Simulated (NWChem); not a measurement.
CH3BrSn, singlet; SMILES [CH3][Sn][Br]

```xyz
6

Sn     0.3512     0.8949     0.0000
Br    -0.0078    -1.6336     0.0000
C     -1.7948     1.3604    -0.0004
H     -2.2596     0.9403     0.9068
H     -2.2771     0.8816    -0.8681
H     -1.9778     2.4455    -0.0325
```
Atoms are numbered in this order, from 1.

Results from NWChem. Medium grid unless said otherwise, to which SCAN and Minnesota functionals are sensitive. Low-valent species are run as closed-shell singlets; no triplet was tried in these runs. Structure relaxed at the PBE0/def2-SVP level. def2 effective core potentials on Sn; no spin-orbit coupling.

Question: Among these, which level gives the highest value of “dipole (D)”?
A. revPBE/def2-SVP
B. B3LYP/def2-SVP
C. M06-2X/def2-SVP
D. M06/def2-SVP

Answer: C, M06-2X/def2-SVP. Values: revPBE/def2-SVP 2.63; B3LYP/def2-SVP 2.77; M06/def2-SVP 2.99; M06-2X/def2-SVP 3.11
